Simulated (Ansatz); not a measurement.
`FC[SiH2]Br` + H–F → `FC[SiH2]F` + HBr at 298.15 K and 1 bar (ligand exchange at the Si–Br bond).

Gas-phase electronic energies from Ansatz, PBE0-D4/def2-TZVP geometries. CBS: MP2 limit from def2 TZ/QZ plus the TZ coupled-cluster correction, frozen cores. This one scheme is used for every species. For Br outer-core shells are correlated without core-valence functions, which leaves a few kJ/mol of doubt a bond. Scalar relativity is left out up to krypton. One conformer a species, not always the lowest.

```
     species  CCSD(T)/CBS energy (Eh)  H − E (kJ/mol)  S (J/(mol·K))
`FC[SiH2]Br`              -3002.67960           143.9          333.4
         H–F               -100.39570            33.5          173.6
 `FC[SiH2]F`               -529.16787           146.8          309.2
         HBr              -2573.91920            24.6          198.6
```

H − E and S are ideal-gas, rigid-rotor, harmonic terms from PBE0-D4/def2-TZVP, for one conformer and one mirror image of each species. 1 Eh = 2625.50 kJ/mol, R = 8.31446 J/(mol·K).

By hand: ΔE, ΔH, ΔS and ΔG.

ΔE = (-529.16787) + (-2573.91920) − (-3002.67960) − (-100.39570) = -0.01177 Eh = -30.9 kJ/mol. Δ(H − E) = 146.8 + 24.6 − 143.9 − 33.5 = -6.0, so ΔH = -36.9 kJ/mol. ΔS = 309.2 + 198.6 − 333.4 − 173.6 = 0.8 J/(mol·K). ΔG = -36.9 − 298.15 × (0.8)/1000 = -37.1 kJ/mol.

By hand: the equilibrium constant, and the temperature at which ΔG would vanish if ΔH and ΔS stayed fixed.

log₁₀ K = −ΔG/(RT ln 10) = 6.5. ΔH and −TΔS have one sign here, so there is no such temperature.

The number of gas molecules stays the same, so ΔS is small and ΔH decides. A doubt of 5 kJ/mol in ΔE shifts log₁₀ K by 0.9 here. Other conformers and mirror images would add mixing entropy, several J/(mol·K) or more a flexible species. These are equilibria of isolated gas molecules and say nothing of rates. Largest T1 diagnostic: 0.011 (customary marks: 0.02 for closed shells, 0.045 for open ones).

ΔS is within the doubt of such terms, so its sign, and with it that verdict, could turn.
